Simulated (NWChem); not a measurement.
Mg cation, doublet

Program: NWChem. Pople sets run with spherical d functions. Spin-unrestricted. No stability test was run on the SCF state. Fermi-contact couplings, non-relativistic, static geometry.

### Question
Among these, which level gives the highest value of “A(iso) 25Mg atom 1 (MHz)”?
A) PBE0/def2-SVP
B) PBE0/def2-TZVP
C) PBE0/cc-pCVTZ
D) PBE0/6-31G*

### Answer
D, PBE0/6-31G*. Values: PBE0/cc-pCVTZ -578; PBE0/def2-TZVP -488; PBE0/def2-SVP -468; PBE0/6-31G* -410
